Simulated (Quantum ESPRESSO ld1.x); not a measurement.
Question: Er45+, configuration [Ar] 3d5 (the NIST ground configuration). All-electron calculation, scalar-relativistic Kohn-Sham, revPBE, spin-unpolarised, spherical densities, point nucleus. Program: ld1.x of Quantum ESPRESSO 7.5. Some entries of the table are withheld. Estimate them.

| orbital | occ. | eigenvalue (eV) | <1/r> (bohr^-1) | <r^2> (bohr^2) |
|---|---|---|---|---|
| 1s | 2 | -59963.4 | 77.59 | 0.0005676 |
| 2s | 2 | -12164.0 | 18.16 | (1) |
| 2p | 6 | -11061.5 | 16.75 | 0.007086 |
| 3s | 2 | -4416.86 | 7.035 | 0.05274 |
| 3p | 6 | (2) | (3) | (4) |
| 3d | 5 | (5) | (6) | 0.04139 |

Answer: 
(1) 2s <r^2> (bohr^2): 0.008732
(2) 3p eigenvalue (eV): -4081.36
(3) 3p <1/r> (bohr^-1): 6.607
(4) 3p <r^2> (bohr^2): 0.05189
(5) 3d eigenvalue (eV): -3707.54
(6) 3d <1/r> (bohr^-1): 6.280
